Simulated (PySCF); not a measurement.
# Ionisation energy of Ce⁴¹⁺ by level of theory

Ce⁴¹⁺ [Ne] 3s2 3p5 (2P) → Ce⁴²⁺ [Ne] 3s2 3p4 (3P), as a difference of total energies. Calculation: PySCF 2.14, in an uncontracted even-tempered set (16 s from 7.7 bohr⁻², ratio 2.5; 10 p from 10 bohr⁻², ratio 2.5; 4 d from 44 bohr⁻², ratio 2.7; 4 f from 66 bohr⁻², ratio 2.7); no relativity, point nucleus. Correlated levels: outer shells: 1s2 frozen; virtual orbitals above 40 to 60 times the deepest correlated orbital energy dropped. The calculations carry no spin-orbit coupling.

```
                method  ionisation energy (eV)
                   UHF                  3148.4
    MP2 (outer shells)                  3149.3
SCS-MP2 (outer shells)                  3149.2
   CCSD (outer shells)                  3149.2
CCSD(T) (outer shells)                  3149.2
```

Spin-orbit coupling is strong in these open shells (close to jj coupling). The scalar numbers leave it out and a first-order estimate fails, so it can dominate the gap to the real levels.

The gap to the reference is mostly relativistic.

For comparison: 3176 ± 4 eV (theoretical estimate listed by NIST; NIST Atomic Spectra Database, ionization energies).
